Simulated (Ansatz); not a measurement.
The cluster Cd9Te8⁺, relaxed as a doublet with UKS PBE-D4/def2-SVP in Ansatz, starting from the GFN1-xTB geometry. Force threshold 0.03 eV/Å.

In the def2 sets Cd, Te take a core potential; there is no spin–orbit coupling. Single mean-field runs in def2-SVP are fitted with def2-universal-jkfit. Another isomer (doublet) lies 3.30 eV lower at PBE0-D4/def2-SVP; other spin states weren't run for this one.

Start:

```xyz
17

Cd    2.549   -2.340    1.995
Cd    2.299    1.344   -3.800
Cd    2.861    2.494    0.783
Cd    0.667   -0.318   -2.388
Cd   -3.823   -0.911   -1.986
Cd    0.661    2.598    2.615
Cd   -4.220   -2.957   -0.039
Cd   -2.026    3.509    1.681
Cd    1.100   -0.565    3.737
Te   -0.394    2.462   -1.170
Te   -0.958   -2.864    0.472
Te   -0.717   -2.740   -2.200
Te    2.056    3.654   -1.615
Te   -0.436    0.193    0.458
Te   -2.973    1.222   -0.033
Te    0.931   -4.487    1.430
Te    2.423   -0.296    0.060
```

```csv
step,energy (eV),largest force component (eV/Å),SCF passes
1,-99432.1191,1.169,45
2,-99432.8388,0.401,36
3,-99433.1306,0.315,32
4,-99433.3368,0.242,32
5,-99433.4456,0.290,37
6,-99433.5214,0.267,34
7,-99433.6000,0.271,32
8,-99433.6729,0.210,32
9,-99433.7292,0.137,31
10,-99433.7740,0.147,30
11,-99433.8185,0.162,33
14,-99433.9186,0.107,35
17,-99434.0299,0.154,34
20,-99434.0874,0.071,28
23,-99434.1242,0.050,27
26,-99434.1374,0.041,27
29,-99434.1406,0.029,27
32,-99434.1640,0.070,33
35,-99434.3085,0.146,31
38,-99434.4631,0.225,32
41,-99434.5013,0.067,27
44,-99434.5338,0.141,32
47,-99434.5557,0.017,29
48,-99434.5562,0.021,27
```

Force components are those of the run's own axes.

End:

```xyz
17

Cd    1.9289   -1.6081    2.4498
Cd    2.0148    1.2693   -2.8757
Cd    2.5988    2.3835    1.0834
Cd    0.5562   -0.8933   -3.5599
Cd   -2.7572   -0.7782   -2.5416
Cd   -0.2009    2.2526    2.0814
Cd   -3.1130   -1.0671    1.0912
Cd   -1.0898   -0.3041    3.0524
Cd    2.2947    0.9135    3.6025
Te   -0.5177    2.8588   -0.9178
Te   -1.0874   -3.0732    0.0060
Te   -1.3926   -2.8685   -3.5301
Te    2.1669    3.7125   -1.4619
Te   -0.2141   -0.1669   -0.3764
Te   -3.4663    1.1278   -0.7583
Te   -0.3355   -3.1989    2.8092
Te    2.6142   -0.5597   -0.1542
```

Bonds lost: Cd4–Te10, Cd4–Te17, Cd5–Cd7, Cd8–Te15, Te11–Te12, Te14–Te15 (atoms count from 1). Bonds formed: Cd2–Te17, Cd3–Cd9, Cd5–Te12, Cd6–Te10, Cd7–Te14, Cd7–Te15, Cd8–Te16 (atoms count from 1). Metal–metal contacts that move far: Cd7–Cd8 7.04 to 2.92 Å.

The force fell under the threshold at step 29, but the optimiser went on and released 0.416 eV more. No frequencies were taken in this run, so the end may be a saddle point.

Run time 7.4 min (2 threads of AMD EPYC 7R13 on a shared host and a share (18 GiB) of an NVIDIA H100 80GB HBM3), peak host memory 1.2 GiB.
